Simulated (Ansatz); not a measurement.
Gas-phase electronic energies from Ansatz, PBE0-D4/def2-TZVP geometries. CCSD(T)/CBS adds triple-zeta CCSD(T) − MP2 to the extrapolated MP2 energy (def2 sets, frozen cores). DFT in def2-TZVPP. def2 core potentials past Kr. For Sn outer-core shells are correlated without core-valence functions, which leaves a few kJ/mol of doubt a bond. One conformer a species, not always the lowest.

Consider the redistribution: `N#[C][SnH]([F])[F]` + `B[C](=C)[AlH2]` → `N#[C][SnH2][F]` + `B[C](=C)[AlH][F]`.

Problem. Is it downhill or uphill in electronic energy at CCSD(T)/CBS, and by how much? (An estimate is asked.)

Solution. Ansatz gave: Downhill: ΔE = -147.8 kJ/mol.

Problem. What do these levels give: r2SCAN-D4, ωB97M-V, CAM-B3LYP, CCSD(T)/def2-SVP, CCSD/def2-TZVPP, CCSD(T)/def2-TZVPP? (An estimate is asked.)

Solution. Computed: r2SCAN-D4 -147.9, ωB97M-V -149.5, CAM-B3LYP -151.7, CCSD(T)/def2-SVP -150.9, CCSD/def2-TZVPP -154.6, CCSD(T)/def2-TZVPP -152.5 kJ/mol.

Largest T1 diagnostic among the species: 0.015.

At CCSD(T), def2-SVP lies −3.1 kJ/mol from the extrapolated value and def2-TZVPP −4.7 kJ/mol. From BLYP to BHLYP (50 % exact exchange), in def2-TZVPP and without D4, ΔE moves by −9.6 kJ/mol. Leaving LDA and LC-ωPBE aside and taking each functional with its dispersion term where it has one, the values, not all of them listed here, spread over 15.8 kJ/mol, from r2SCAN0-D4 to revPBE-D4. LDA lies −10.4 kJ/mol from PBE without D4.
